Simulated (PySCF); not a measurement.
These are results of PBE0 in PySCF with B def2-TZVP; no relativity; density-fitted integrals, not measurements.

Each entry is the lowest minimum that a search over a few typed start shapes (and spin states, where more than one is plausible) found, or that minimum re-optimised at the stated level; isomers with ligand–ligand bonds, or fragments after loss of a ligand pair, can lie lower. Open shells are unrestricted.

B4 is a singlet of D2h symmetry with B–B 1.521 Å (×4), B–B 1.878 Å; B–B–B 51.9° (×4), B–B–B 76.2° (×2), B–B–B 103.8° (×2). Its wavenumbers are 313, 345, 1078, 1191, 1287, 1294 cm⁻¹.

Task: What changes when one electron is removed, giving B₄⁺?

Result: It costs 10.40 eV between the minima (10.34 eV with zero-point energy). B₄⁺ is a quartet of D2h symmetry with B–B 1.584 Å, B–B 1.618 Å (×4); B–B–B 58.6° (×2), B–B–B 60.7° (×4), B–B–B 121.4° (×2); wavenumbers 94, 629, 811, 855, 953, 1134 cm⁻¹.
